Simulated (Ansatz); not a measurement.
Energy needed to pull apart C₂H₂BCl (SMILES ClC1=CB1), singlet, into free ground-state atoms, from the structure below (displaced at random from a GFN2-xTB minimum); no zero-point or spin–orbit terms; open-shell atoms are treated unrestricted, in their ground-state multiplicity.

```json
{"atom": "Cl1", "x (Å)": "-0.9694", "y (Å)": "-2.0836", "z (Å)": "-0.4117"}
{"atom": "C2", "x (Å)": "-0.3926", "y (Å)": "-0.5617", "z (Å)": "-0.1411"}
{"atom": "C3", "x (Å)": "0.7981", "y (Å)": "0.0211", "z (Å)": "0.2711"}
{"atom": "B4", "x (Å)": "-0.3597", "y (Å)": "0.9193", "z (Å)": "-0.0282"}
{"atom": "H5", "x (Å)": "1.8203", "y (Å)": "-0.2986", "z (Å)": "0.5517"}
{"atom": "H6", "x (Å)": "-0.8297", "y (Å)": "1.9585", "z (Å)": "-0.1549"}
```

Computed with Ansatz 0.2.0 (basis: def2-TZVPP); correlated methods freeze the cores.

```csv
method,atomization energy (kJ/mol)
PBE-D4,2523
r2SCAN-D4,2447
PBE0-D4,?
HSE06-D4,?
LC-wPBE,2428
wB97M-V,2429
HF,1761
MP2,2422
CCSD,2275
CCSD(T),2328
```

(1) What does HSE06-D4 give? (To be estimated.)

(2) What does PBE0-D4 give? (An estimate is asked for; the value comes from the calculation.)

T1 diagnostic: at most 0.012.

Answers

(1) By the calculation: 2467 kJ/mol, which is about 140 kJ/mol more than CCSD(T)/def2-TZVPP.

(2) The calculation gives: 2465 kJ/mol, which is about 137 kJ/mol more than CCSD(T)/def2-TZVPP.

In triple zeta the MP2 and coupled-cluster atomization energies are still short of their basis limit by a few kcal/mol a bond, whereas those of the functionals are nearly converged, so these differences are not deviations from converged CCSD(T).

For scale, one of the runs: CCSD(T)/def2-TZVPP forces, 163 basis functions (an equivalent command: `ansatz run in.yaml --threads 4`). Hardware: 4 CPU threads, shared host. Wall time 72 s; peak host memory 2.4 GiB.
